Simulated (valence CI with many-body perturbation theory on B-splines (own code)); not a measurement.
E1 transitions of Re62+

Level of theory: configuration interaction combined with many-body perturbation theory (CI+MBPT): three valence electrons over a frozen Dirac-Fock core [Ne], radial functions for each j: 11 s, 11 p, 9 d, 7 f, 5 g, 2 h, 1 i, with the one-electron correlation potential Σ1, the two-electron term Σ2, the three-electron term Σ3, Breit, model QED; selected CI, second order for the rest (own B-spline code, finite nucleus).

No measured spectrum was set against this ion. As an estimate, large intervals hold to a few tenths of a per cent, small ones and those within an open d or f shell to about a per cent.

Lines 1 to 50 of 247 in falling wavelength, among levels below 112.21 Ry, chosen from the strongest by gf and those to the six lowest levels. Wavelengths and rates use the calculated energies. Electric multipoles are in the length gauge, E1 and E2 with the static RPA response of the core. Weak lines are less certain than strong ones. Lines between different terms over intervals too small for the method are left out, as are lines whose strength nearly cancels. The highest levels of a list are the least certain.

Levels are named by their leading jj configuration (3d3/2^4 stands for four electrons in 3d with j = 3/2), which in mixed levels can hold well under half, so a name can repeat and another be missing. Letters in brackets count levels of one name in rising energy.

```tsv
λ vac (nm)	Upper	Lower	A (s⁻¹)	log gf	Branch %
9.468	(3p1/2 3p3/2 3d3/2) J=7/2	(3s 3p3/2 3d3/2) J=5/2 [b]	5.52e+09	-1.23	0.3
9.184	(3s 3p1/2 3d3/2) J=5/2	(3s^2 3d3/2) J=3/2	9.07e+09	-1.16	31.9
8.841	(3s 3p1/2 3p3/2) J=3/2 [a]	(3s^2 3p3/2) J=3/2	2.12e+09	-2.00	13.5
8.455	(3p1/2 3p3/2 3d5/2) J=7/2 [b]	(3s 3p3/2 3d5/2) J=5/2 [b]	1.21e+10	-0.98	1.0
8.331	(3p1/2 3p3/2 3d5/2) J=9/2	(3s 3p3/2 3d5/2) J=7/2 [b]	1.04e+10	-0.97	1.1
7.810	(3s 3p1/2 3d5/2) J=7/2	(3s^2 3d5/2) J=5/2	2.40e+10	-0.76	10.6
7.809	(3s 3p1/2 3p3/2) J=5/2	(3s^2 3p3/2) J=3/2	1.46e+10	-1.10	100.0
7.407	(3p1/2^2 3p3/2) J=3/2	(3s 3p1/2 3p3/2) J=3/2 [b]	4.48e+09	-1.83	1.2
7.356	(3p1/2 3p3/2 3d5/2) J=9/2	(3s 3p3/2 3d5/2) J=7/2 [a]	1.39e+10	-0.95	1.4
7.330	(3s 3p1/2 3d5/2) J=5/2 [b]	(3s^2 3d5/2) J=5/2	1.82e+10	-1.05	6.8
7.242	(3s 3p1/2^2) J=1/2	(3s^2 3p1/2) J=1/2	3.95e+10	-1.21	100.0
7.189	(3p1/2 3p3/2 3d3/2) J=7/2	(3s 3p3/2 3d3/2) J=7/2	1.91e+10	-0.93	1.1
7.156	(3p1/2 3p3/2 3d5/2) J=5/2 [a]	(3s 3p3/2 3d5/2) J=3/2 [a]	2.88e+10	-0.88	1.7
7.126	(3s 3p1/2 3d5/2) J=3/2	(3s^2 3d5/2) J=5/2	2.63e+10	-1.10	3.8
7.080	(3p1/2 3p3/2 3d3/2) J=7/2	(3s 3p3/2 3d3/2) J=5/2 [a]	1.03e+10	-1.21	0.6
7.021	(3p1/2 3p3/2 3d5/2) J=3/2 [b]	(3s 3p3/2 3d5/2) J=1/2	3.03e+10	-1.05	1.4
7.017	(3p1/2^2 3d5/2) J=5/2	(3s 3p1/2 3d5/2) J=3/2	3.83e+10	-0.77	11.2
6.886	(3s 3p1/2 3p3/2) J=3/2 [b]	(3s^2 3p3/2) J=3/2	2.60e+10	-1.13	3.0
6.857	(3s 3p1/2 3d3/2) J=3/2 [a]	(3s 3p1/2 3p3/2) J=3/2 [b]	2.93e+10	-1.08	6.8
6.841	(3p1/2 3p3/2 3d5/2) J=3/2 [a]	(3s 3p3/2 3d5/2) J=5/2 [a]	4.20e+10	-0.93	2.4
6.830	(3p1/2^2 3d5/2) J=5/2	(3s 3p1/2 3d5/2) J=5/2 [b]	3.85e+10	-0.79	11.3
6.681	(3p1/2 3p3/2 3d5/2) J=5/2 [a]	(3s 3p3/2 3d5/2) J=5/2 [a]	2.96e+10	-0.92	1.7
6.584	(3p1/2 3p3/2^2) J=5/2	(3s 3p3/2^2) J=5/2	2.86e+10	-0.95	1.9
6.572	(3p1/2^2 3p3/2) J=3/2	(3s 3p1/2 3p3/2) J=5/2	3.74e+10	-1.01	10.0
6.559	(3p1/2 3p3/2 3d5/2) J=7/2 [b]	(3s 3p3/2 3d5/2) J=7/2 [a]	2.53e+10	-0.88	2.1
6.512	(3s 3p1/2 3p3/2) J=1/2	(3s^2 3p3/2) J=3/2	3.31e+10	-1.38	1.1
6.483	(3p1/2^2 3d3/2) J=3/2	(3s 3p1/2 3d3/2) J=5/2	7.79e+10	-0.71	41.9
6.482	(3p1/2 3p3/2 3d5/2) J=5/2 [b]	(3s 3p3/2 3d5/2) J=7/2 [a]	3.63e+10	-0.86	1.7
6.460	(3p1/2^2 3d5/2) J=5/2	(3s 3p1/2 3d5/2) J=7/2	7.19e+10	-0.57	21.1
6.442	(3p1/2 3p3/2 3d5/2) J=7/2 [a]	(3s 3p3/2 3d5/2) J=9/2	5.50e+10	-0.56	3.1
6.424	(3s 3p1/2 3d3/2) J=5/2	(3s 3p1/2 3p3/2) J=3/2 [b]	7.82e+09	-1.54	27.5
6.412	(3p1/2 3p3/2^2) J=3/2	(3s 3p3/2^2) J=5/2	5.50e+10	-0.87	1.6
6.300	(3p1/2 3p3/2 3d3/2) J=5/2 [a]	(3p1/2 3p3/2^2) J=5/2	2.80e+10	-1.00	2.3
6.282	(3p1/2 3p3/2 3d3/2) J=5/2 [b]	(3s 3p3/2 3d3/2) J=7/2	6.25e+10	-0.65	1.9
6.233	(3p1/2 3p3/2 3d3/2) J=3/2 [b]	(3s 3p3/2 3d3/2) J=5/2 [a]	3.21e+10	-1.13	0.8
6.186	(3p1/2 3p3/2 3d5/2) J=9/2	(3s 3p3/2 3d5/2) J=9/2	3.95e+10	-0.64	4.0
6.136	(3s 3p1/2 3d3/2) J=3/2 [a]	(3s 3p1/2 3p3/2) J=5/2	3.99e+10	-1.05	9.2
6.095	(3p1/2^2 3d3/2) J=3/2	(3s 3p1/2 3d3/2) J=3/2 [a]	4.71e+10	-0.98	25.3
5.984	(3p1/2^2 3p3/2) J=3/2	(3s 3p1/2 3p3/2) J=3/2 [a]	2.13e+10	-1.34	5.7
5.787	(3s 3p1/2 3d3/2) J=5/2	(3s 3p1/2 3p3/2) J=5/2	1.14e+10	-1.47	39.9
5.729	(3s^2 3p3/2) J=3/2	(3s 3p1/2^2) J=1/2	3.40e+08	-3.17	55.3
5.635	(3s 3p1/2 3d3/2) J=1/2	(3s 3p1/2 3p3/2) J=3/2 [b]	5.02e+08	-3.32	0.0
5.620	(3s 3p1/2 3d3/2) J=3/2 [a]	(3s 3p1/2 3p3/2) J=3/2 [a]	8.76e+08	-2.78	0.2
5.460	(3s 3p1/2 3d3/2) J=3/2 [b]	(3s 3p1/2 3p3/2) J=3/2 [b]	4.46e+09	-2.10	0.1
5.326	(3s 3p1/2 3d3/2) J=5/2	(3s 3p1/2 3p3/2) J=3/2 [a]	1.06e+08	-3.57	0.4
5.208	(3s^2 3d3/2) J=3/2	(3s^2 3p3/2) J=3/2	2.62e+08	-3.37	0.0
4.993	(3s 3p1/2 3d3/2) J=3/2 [b]	(3s 3p1/2 3p3/2) J=5/2	2.68e+09	-2.40	0.1
4.772	(3s 3p1/2 3d3/2) J=1/2	(3s 3p1/2 3p3/2) J=3/2 [a]	5.90e+09	-2.39	0.2
4.646	(3s 3p1/2 3d3/2) J=3/2 [b]	(3s 3p1/2 3p3/2) J=3/2 [a]	3.43e+09	-2.35	0.1
4.465	(3s 3p3/2 3d5/2) J=3/2 [a]	(3s 3p3/2^2) J=3/2	7.56e+10	-1.04	8.6
```

(1) How does gf follow from A for the line at 7.242 nm?

Results:

(1) gf = 1.4992 × (2J+1)_upper × A / σ², with σ = 1380917 cm⁻¹ and 2J+1 = 2: gf = 0.0621.
